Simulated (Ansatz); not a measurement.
Molecule: WF, net charge 0, sextet state. The spin state was set by rule; other spins were not relaxed. SMILES: [F][W]
Structure (B3LYP-D3(BJ)/def2-TZVP (Ansatz, a quantum-chemistry and plane-wave program) minimum search):
```
W
F 1 1.9052
```
Charge 0, spin multiplicity 6.

Wanted: vertical ionisation energy (to the quintet state of charge +1; each state is the SCF solution reached for its spin), in eV. Correlated levels leave the core frozen unless marked. UHF or UKS for open shells. Spin-orbit coupling is left out. Frozen are the shells of the preceding noble gas and the d and f shells that filled before the atom's block. Past Kr the def2 sets carry scalar-relativistic core potentials. Basis-set limits of correlation are two-point, X^-3; Hartree-Fock from the larger set.

```csv
level,program,vertical ionisation energy (eV)
SVWN5/def2-TZVPD,Ansatz,8.51
```

Q: What does CCSD(T)/CBS(def2-TZVPPD,def2-QZVPPD) (Ansatz) give?

A: 8.24 eV, so SVWN5/def2-TZVPD differs from it by 0.27 eV.
